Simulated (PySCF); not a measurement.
Two-dimensional NMR puzzle

Compound of formula C₃H₁₀N₂Si₃. Correlations simulated from computed shifts and the bond graph:

HSQC (one-bond C–H):
```tsv
δH	δC
2.76	32.3
0.38	-14.8
0.35	-14.8
```

COSY cross peaks (H two or three bonds apart, from the bond graph; peaks can be absent where the dihedral angle is near 90°):
```tsv
δH	δH
5.01	4.87
5.01	0.38
5.01	0.35
4.87	0.38
4.87	0.35
0.38	0.35
```

HMBC (two and three bonds, from the bond graph):
```tsv
δH	δC
5.01	124.9, -14.8
4.87	124.9, -14.8
```

Carbons without hydrogens: δ 124.9.

- NMR shieldings at PBE0/pcSseg-1/GIAO
- geometry from GFN2-xTB
- code: PySCF
- in vacuum, single conformer, averaged over atoms made equivalent by symmetry, fast rotation or ring inversion, relativity neglected

Shifts are taken against calculated references (same method and geometry level): $^{1}$H (σref 31.72), $^{13}$C (σref 186.93) vs TMS.

Exchangeable hydrogens are left out of these lists.

Work out the connectivity.

## Answers

`[SiH2]1[Si](NC)(C#N)[SiH2]C1`.

Structure with atom numbers: `[CH3:1][NH:2][Si:3]1([C:4]#[N:5])[SiH2:6][CH2:7][SiH2:8]1`; H(Xn) means a hydrogen on atom n.

1. δC 124.9 is C4, a nitrile carbon.
2. δC 32.3 is C1, a methyl carbon bonded to N (δH 2.76).
3. δC -14.8 is C7, an sp3 CH2 bonded to 2 Si (δH 0.35, 0.38).
4. HMBC from δH 5.01 reaches the proton-free carbon C4.
5. HMBC from δH 4.87 reaches the proton-free carbon C4.
6. COSY links 5.01–4.87, 5.01–0.38, 5.01–0.35, 4.87–0.38, 4.87–0.35, 0.38–0.35.

The data come from this structure; uniqueness wasn't tested.

OH/NH shifts are gas-phase values; hydrogen bonding in solution moves them, usually downfield. Shifts are as computed. Against solution values, carbons near 30 ppm lie about +3 ppm off and those near 130 ppm about +5 ppm. Of 1211 compounds with measured shifts, 218 miss one by over three times the rms of a fit or turn the order of signals round; such compounds aren't used in these exercises.
